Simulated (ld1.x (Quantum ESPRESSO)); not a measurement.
**carbon: what ld1.x (Quantum ESPRESSO) 7.5 does with a changed input**

Command:

```bash
ld1.x < C.in > C.out
```

Input:

```
&input
   title='C', zed=6., rel=1, dft='PBESOL', iswitch=3,
   config='[He] 2s1.5 2p2.5',
   nld=2, rlderiv=3.55, eminld=-3.0, emaxld=5.0, deld=0.02
 /
 &inputp
   pseudotype=1, tm=.true., lloc=1,
   nlcc=.true.,
   file_pseudopw='C.pp', file_wfcaegen='ae.wfc', file_wfcncgen='nc.wfc'
 /
1
2S  1  0   1.50   0.00  0.95  0.95  0.0
2P  2  1   2.50   0.00  3.25  3.25  0.0
 &test
   configts(1)='2s1.5 2p2.5'
 /
```

Output:

```
Program LD1 v.7.5

 %%%%%%%%%%%%%%%%%%%%%%%%%%%%%%%%%%%%%%%%%%%%%%%%%%%%%%%%%%%%%%%%%%%%%%%%%%%%%%
     Error in routine ld1_setup (1):
     mismatch between lloc and l of the wavefunction chosen for local potential
 %%%%%%%%%%%%%%%%%%%%%%%%%%%%%%%%%%%%%%%%%%%%%%%%%%%%%%%%%%%%%%%%%%%%%%%%%%%%%%

     stopping ...
```

This input was made by a single change from one that runs to its end. What was changed?

The change: count of waves off by -1. The program refuses the input: "ld1_setup: mismatch between lloc and l of the wavefunction chosen for local potential".
